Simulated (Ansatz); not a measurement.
Consider the ligand exchange at the In–Cl bond: `[OH][InH][Cl]` + NH₃ → `[NH2][InH][OH]` + HCl.

Program: Ansatz. Geometries: PBE0-D4/def2-TZVP. ΔE: electronic, gas phase. CCSD(T)/CBS adds triple-zeta CCSD(T) − MP2 to the extrapolated MP2 energy (def2 sets, frozen cores). This one scheme is used for every species. DFT in def2-TZVPP. HSE06 is defined as in plane-wave codes. Elements past krypton have def2 core potentials. For In outer-core shells are correlated without core-valence functions, which leaves a few kJ/mol of doubt a bond. One conformer a species, not always the lowest.

`[OH][InH][Cl]`:

```xyz
5

O    -1.092   -0.668    0.803
In    0.222    0.564    0.011
Cl    1.446   -0.537   -1.642
H    -1.046   -1.540    0.402
H     0.470    2.181    0.427
```

NH₃:

```xyz
4

N    -0.012    0.003    0.282
H     0.936    0.114   -0.055
H    -0.363   -0.867   -0.100
H    -0.561    0.750   -0.126
```

`[NH2][InH][OH]`:

Cartesian coordinates in Å:
```
N -1.223 0.887 0.100
In 0.047 -0.642 -0.143
O 1.845 -0.024 0.448
H -0.831 1.812 0.194
H -2.092 0.923 -0.407
H -0.259 -2.244 -0.625
H 2.513 -0.712 0.433
```

HCl:

Z-matrix (Å, degrees):
```
Cl
H 1 1.279
```

CCSD(T)/CBS gives +26.7 kcal/mol.

(1) Another level gave +28.7 kcal/mol. Which?
A. HF/def2-TZVPP
B. revPBE-D4/def2-TZVPP
C. RPA@PBE/def2-TZVPP
D. HSE06-D4/def2-TZVPP

Largest T1 diagnostic among the species: 0.016.

## Answers

(1) D. HSE06-D4 28.7, RPA@PBE/def2-TZVPP 25.2, revPBE-D4 27.4, HF/def2-TZVPP 32.2 kcal/mol.

Leaving LDA and LC-ωPBE aside and taking each functional with its dispersion term where it has one, the values, not all of them listed here, spread over 2.8 kcal/mol, from BLYP-D4 to B97M-V. LDA lies −2.0 kcal/mol from PBE without D4. At CCSD(T), def2-SVP lies +1.4 kcal/mol from the extrapolated value and def2-TZVPP −0.3 kcal/mol. From BLYP to BHLYP (50 % exact exchange), in def2-TZVPP and without D4, ΔE moves by +2.2 kcal/mol.
